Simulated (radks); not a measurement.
Task: Radial electron density D(r) = 4 pi r^2 rho(r) of an atom or ion with 66 electrons. Method: scalar-relativistic Kohn-Sham, LDA (Slater exchange, Perdew-Wang correlation), spin-polarised, spherical densities, finite nucleus; Fermi nuclear charge, rms radius of each element as measured or else 0.836 A^(1/3) + 0.57 fm; computed with a radial shooting solver on a logarithmic mesh with Libxc functionals.

r (bohr)  D(r) (e/bohr)   spin D(r)
0.001981          13.61  0.00000908
0.002325          17.22   0.0000116
0.002728          21.60   0.0000147
0.003201          26.85   0.0000186
0.003757          33.02   0.0000235
0.004409          40.09   0.0000297
0.005173          47.96   0.0000376
0.006071          56.39   0.0000479
0.007124          64.98   0.0000618
0.008361          73.18   0.0000811
0.009811          80.27    0.000109
0.01151           85.49    0.000150
0.01351           88.20    0.000210
0.01586           88.12    0.000297
0.01861           85.60    0.000418
0.02184           81.83    0.000575
0.02562           78.77    0.000757
0.03007           78.75    0.000922
0.03529           83.49    0.000986
0.04141           93.06    0.000817
0.0486            105.0    0.000287
0.05703           114.9   -0.000549
0.06692           117.8    -0.00102
0.07853           111.9     0.00108
0.09216           100.4      0.0111
0.1082            90.71      0.0402
0.1279            89.95       0.114
0.1501            97.74       0.261
0.1762            104.6       0.532
0.2068            99.74       0.987
0.2426            81.12        1.67
0.2847            58.96        2.60
0.3341            46.70        3.68
0.3921            47.97        4.73
0.4601            53.84        5.47
0.54              53.28        5.69
0.6337            43.80        5.35
0.7436            31.08        4.61
0.8727            21.18        3.67
1.024             15.59        2.69
1.202             12.36        1.79
1.41              9.487        1.06
1.655             6.484       0.539
1.942             3.890       0.237
2.279             2.182       0.105
2.675             1.332      0.0729
3.139            0.9835      0.0845
3.683            0.7974       0.104
4.322            0.6087       0.112
5.072            0.4046       0.103
5.952            0.2284      0.0796
6.985            0.1090      0.0509
8.197           0.04410      0.0266
9.619           0.01511      0.0112
11.29          0.004335     0.00371
13.25          0.001011    0.000941
15.55         0.0001834    0.000178

What is the nuclear charge?

Result: Z = 66. The innermost maximum, from 1s, lies near gamma/Z bohr with gamma = sqrt(1 - (Z/c)^2) = 0.876, here 0.0133 bohr (found: 0.0145), and its height grows with Z. The density is that of neutral dysprosium in [Xe] 4f9.5 6s2 6p0.5; the configuration itself is not fixed sharply by these data, and Z only to a few units. D(r) has 4 maxima, at r = 0.0145, 0.0653, 0.182, 0.494 bohr, and minima at 0.0280, 0.119, 0.353 bohr, inside which lie 1.94, 11.15, 29.45 electrons.
